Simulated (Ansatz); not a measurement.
A run for Ansatz (a program for electronic structure): U-CCSD(T)/cc-pVDZ on GeH4O (SMILES [OH][GeH3]), a point of a bond scan (R = 1.851 Å). The run froze 15 orbitals, filled d shells among them.

Ansatz 0.2 input:
```yaml
crystal:
  periodic: [false, false, false]
  atoms:
    - {symbol: Ge, position_ang: [-0.32903929, 0.06812490, 0.07330265]}
    - {symbol: O, position_ang: [1.35705815, -0.35716009, -0.37168713]}
    - {symbol: H, position_ang: [-0.58763791, -0.19977277, 1.88603872]}
    - {symbol: H, position_ang: [-1.18632723, -0.88517582, -0.76517759]}
    - {symbol: H, position_ang: [-0.60848715, 1.54275960, -0.28108933]}
    - {symbol: H, position_ang: [2.01214474, 0.17482329, 0.09016316]}
basis:
  gaussian:
    orbitals: cc-pVDZ
correlation: {method: ccsd_t, electrons: outside_noble_gas}
scf: {omitted_lower_state_checks: [cluster_reference]}
magnetization: {spin_polarized: true, initial_magnetization: 0}
```

Problem. Give the final energy of this run.

Solution. -2152.8444 hartree (reference determinant -2152.5117, T1 diagnostic 0.013).
